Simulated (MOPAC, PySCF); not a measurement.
Scan of H₂N (cation, charge +1), triplet: symmetric bend, bond length relaxed. Scanned: H-N-H angle. Other coordinates (N-H bond length) were minimised at PBE0/def2-TZVP.

Levels: PM3, unrestricted, heats of formation (MOPAC); MP2 on UHF/cc-pVTZ, 1 core orbital frozen (PySCF); CCSD(T) on UHF/cc-pVTZ, 1 core orbital frozen (PySCF).

Energies in kcal/mol, each method relative to its own lowest point.

```json
[
 {"a / °": "180", "PM3": "0.0", "MP2": "1.0", "CCSD(T)": "0.7"},
 {"a / °": "170", "PM3": "0.0", "MP2": "[?]", "CCSD(T)": "0.5"},
 {"a / °": "160", "PM3": "0.3", "MP2": "0.3", "CCSD(T)": "0.1"},
 {"a / °": "150", "PM3": "1.0", "MP2": "0.0", "CCSD(T)": "0.0"},
 {"a / °": "140", "PM3": "[?]", "MP2": "[?]", "CCSD(T)": "[?]"},
 {"a / °": "130", "PM3": "[?]", "MP2": "2.6", "CCSD(T)": "2.8"},
 {"a / °": "120", "PM3": "8.9", "MP2": "6.6", "CCSD(T)": "6.9"},
 {"a / °": "110", "PM3": "14.8", "MP2": "13.2", "CCSD(T)": "13.4"},
 {"a / °": "100", "PM3": "23.1", "MP2": "22.7", "CCSD(T)": "22.9"},
 {"a / °": "90", "PM3": "34.4", "MP2": "35.7", "CCSD(T)": "35.7"}
]
```

Problem. Fill in the missing entries.

Solution. 
- 170, MP2: 0.8
- 140, PM3: 2.4
- 140, MP2: 0.6
- 140, CCSD(T): 0.7
- 130, PM3: 4.9

The scan ran from 180.0 to 60.0; beyond the range shown the relaxed coordinates jump or full CI changes its symmetry label.
